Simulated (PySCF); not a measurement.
C3H2F3, SMILES [CH]=CC(F)(F)F, multiplicity 2.

Coordinates come from a PBE0-D3(BJ)/def2-SVP optimisation. The isomer is the one that the SMILES or the coordinates give; other isomers of the formula were not compared.

These are r2SCAN/def2-TZVP (PySCF) values and carry that method's errors.

The molecule is in vacuum.

Computed frontier levels, dipole moment and polarisability:
| Item | Value |
|---|---|
| α spin, highest occupied and lowest empty level | -6.84 and -1.72 eV |
| β spin, highest occupied and lowest empty level | -7.84 and -3.14 eV |
| dipole moment | 2.50 D |
| quadrupole, principal values (traceless, Buckingham form, about the centre of nuclear charge) | -4.60, -1.52, 6.12 D·Å |
| mean static polarisability | 36.8 bohr³ (5.45 Å³) |
| polarisability, principal values | 28.9, 33.0, 48.4 bohr³ |
| ⟨S²⟩ | 0.767 (pure state 0.75) |
